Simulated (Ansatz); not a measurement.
Species: sum formula HBO2F, net charge 0, doublet state. It need not be the lowest isomer of its formula. SMILES: [O]B(O)F
Geometry from a B3LYP-D3(BJ)/def2-TZVP (Ansatz, an electronic-structure program) optimisation:
```xyz
5

B     -0.0319     0.0105     0.0033
F     -0.1548     1.3308    -0.0402
O     -1.1504    -0.7531     0.1684
O      1.1926    -0.5604    -0.1157
H      1.2144    -1.5222    -0.0761
```
Charge 0, spin multiplicity 2.

Quantity: atomisation energy (electronic, to ground-state atoms), in eV. Valence correlation only, unless marked. UHF or UKS for open shells. No spin-orbit coupling. No relativistic terms. The coupled-cluster limit lacks core correlation, which all-electron functionals hold. Basis-set limits of correlation are two-point, X^-3; Hartree-Fock from the larger set (for Q and 5 zeta extrapolated as (X+1)exp(-9√X)).

| level | program | atomisation energy (eV) |
|---|---|---|
| r2SCAN-D3(BJ)/def2-TZVPD | Ansatz + dftd3 | 22.86 |

### Question
Estimate the value at CCSD(T)/CBS(cc-pVQZ,cc-pV5Z) as computed with Ansatz.

### Answer
22.48 eV
